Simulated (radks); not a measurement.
The nuclear charge of the krypton ion Kr+ is varied continuously with 35 electrons held in [Ar] 3d10 4s2 4p5. All-electron calculation, scalar-relativistic Kohn-Sham, PBE, spin-polarised, spherical densities, finite nucleus; open shells are filled with parallel spins first; Fermi nuclear charge, rms radius 4.1884 fm. Program: a radial shooting solver on a logarithmic mesh with Libxc functionals. By the Hellmann-Feynman theorem dE/dZ = E(electron-nucleus)/Z, the electronic potential at the nucleus (averaged over a nucleus of fixed radius). The scalar-relativistic energy here is not variational (the density holds large components alone), so the two differ by a part that grows with Z.

\begin{tabular}{lrrrrr}
Z & E (hartree) & E(electron-nucleus)/Z (hartree) & HOMO & e(HOMO) (eV) & <r> HOMO (bohr) \\ \hline
35.5 & -2697.19105 & -183.035 & 4p & -12.928 & 1.961 \\
35.6 & -2715.55847 & -183.728 & 4p & -14.106 & 1.934 \\
35.7 & -2733.99552 & -184.422 & 4p & -15.311 & 1.907 \\
35.8 & -2752.50219 & -185.115 & 4p & -16.542 & 1.882 \\
35.9 & -2771.07847 & -185.808 & 4p & -17.798 & 1.858 \\
36 & -2789.72436 & -186.501 & 4p & -19.080 & 1.835 \\
36.1 & -2808.43984 & -187.194 & 4p & -20.387 & 1.813 \\
36.2 & -2827.22492 & -187.886 & 4p & -21.717 & 1.791 \\
36.3 & -2846.07959 & -188.579 & 4p & -23.073 & 1.770 \\
36.4 & -2865.00386 & -189.272 & 4p & -24.452 & 1.750 \\
36.5 & -2883.99773 & -189.965 & 4p & -25.854 & 1.730 \\
36.6 & -2903.06119 & -190.658 & 4p & -27.280 & 1.711 \\
36.7 & -2922.19426 & -191.350 & 4p & -28.730 & 1.693 \\
36.8 & -2941.39693 & -192.043 & 4p & -30.202 & 1.675 \\
36.9 & -2960.66921 & -192.736 & 4p & -31.697 & 1.658 \\
37 & -2980.01111 & -193.429 & 4p & -33.214 & 1.641 \\
\end{tabular}

The central difference of E at Z = 36 is -186.807 hartree, to compare with the third column; the second derivative is -6.96 hartree.
